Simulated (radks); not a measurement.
Values are calculated unless marked as measured or tabulated.
Species: Al VI. Configuration: [He] 2s2 2p4. Level of theory: Dirac Kohn-Sham, LB94 model potential, spin-unpolarised, spherical densities, finite nucleus; open shells fill j = l - 1/2 first; Fermi nuclear charge, rms radius 3.061 fm (a radial shooting solver on a logarithmic mesh with Libxc functionals). Some entries of the table are withheld. Estimate them.

orbital,occ.,eigenvalue (hartree),r(max) (bohr),<1/r> (bohr^-1)
1s1/2,2,-61.81899,0.07839,(1)
2s1/2,2,(2),0.4806,(3)
2p1/2,2,(4),0.3994,(5)
2p3/2,2,(6),0.4009,(7)

Answer. 
(1) 1s1/2 <1/r> (bohr^-1): 12.67
(2) 2s1/2 eigenvalue (hartree): -8.31782
(3) 2s1/2 <1/r> (bohr^-1): 2.487
(4) 2p1/2 eigenvalue (hartree): -7.03144
(5) 2p1/2 <1/r> (bohr^-1): 2.435
(6) 2p3/2 eigenvalue (hartree): -7.01057
(7) 2p3/2 <1/r> (bohr^-1): 2.424
